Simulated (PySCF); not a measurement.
C₃H₆BFO, SMILES C=CCB(O)F. Atoms are numbered in the order given.

```xyz
12

B      0.5156     0.5460     0.6668
C      0.3199    -0.9452     0.1554
C     -0.9638    -1.1232    -0.6007
C     -1.1203    -0.9486    -1.9194
H      0.3928    -1.6379     1.0096
H      1.1902    -1.1604    -0.4934
H     -1.8521    -1.3491     0.0034
H     -0.2686    -0.7286    -2.5730
H     -2.0987    -1.0452    -2.3974
F      1.3803     0.7990     1.6502
O     -0.1307     1.5983     0.1287
H     -0.7333     1.3153    -0.5764
```
Charge 0, spin multiplicity 1.

Coordinates come from a B3LYP-D3(BJ)/def2-SVP optimisation. The structure was generated by enumeration, and PubChem lists no compound with its InChIKey, so it may never have been made. The values are those of a single conformer.

Computed with PySCF with PBE/pcSseg-1.

GIAO shieldings, no solvent; atoms listed in one row are averaged. δ = σ(ref) − σ: ¹¹B against BF3 (σ = 83.9 ppm); ¹³C against TMS (σ = 182.0 ppm); ¹H against TMS (σ = 31.49 ppm); ¹⁹F against CFCl3 (σ = 133.6 ppm); ¹⁷O against H2O (σ = 334.3 ppm), references at their B3LYP-D3(BJ)/def2-TZVP geometries, non-relativistic.

Computed chemical shifts:
| nucleus | atoms | count | δ (ppm) |
|---|---|---|---|
| ¹¹B | B1 | 1 | 18.4 |
| ¹³C | C3 | 1 | 149.1 |
| ¹³C | C4 | 1 | 122.9 |
| ¹³C | C2 | 1 | 27.6 |
| ¹H | H7 | 1 | 6.49 |
| ¹H | H12 | 1 | 5.93 |
| ¹H | H9 | 1 | 5.65 |
| ¹H | H8 | 1 | 5.54 |
| ¹H | H5, H6 | 2 | 2.17 |
| ¹⁹F | F10 | 1 | -115.2 |
| ¹⁷O | O11 | 1 | 165.2 |
